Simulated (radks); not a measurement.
The nuclear charge of neutral thallium is varied continuously with 81 electrons held in [Hg] 6p1. Calculated with a radial shooting solver on a logarithmic mesh with Libxc functionals: scalar-relativistic Kohn-Sham, PBE, spin-polarised, spherical densities, point nucleus; open shells are filled with parallel spins first (spin-orbit coupling, left out, can overturn this in heavy ions). By the Hellmann-Feynman theorem dE/dZ = E(electron-nucleus)/Z, the electronic potential at the nucleus. The scalar-relativistic energy here is not variational (the density holds large components alone), so the two differ by a part that grows with Z.

Z     E (hartree)  E(electron-nucleus)/Z (hartree)  HOMO  e(HOMO) (eV)  <r> HOMO (bohr)
80.8  -20120.3034                         -621.033    6p        -1.409            4.156
81    -20245.9513                         -623.464    6p        -2.614            3.814
81.2  -20372.0973                         -625.896    6p        -3.946            3.573
81.4  -20498.7420                         -628.331    6p        -5.381            3.388
81.6  -20625.8857                         -630.767    6p        -6.906            3.238
81.8  -20753.5292                         -633.206    6p        -8.513            3.112
82    -20881.6732                         -635.649    6p       -10.195            3.004

The central difference of E at Z = 81 is -629.485 hartree, to compare with the third column; the second derivative is -12.5 hartree.
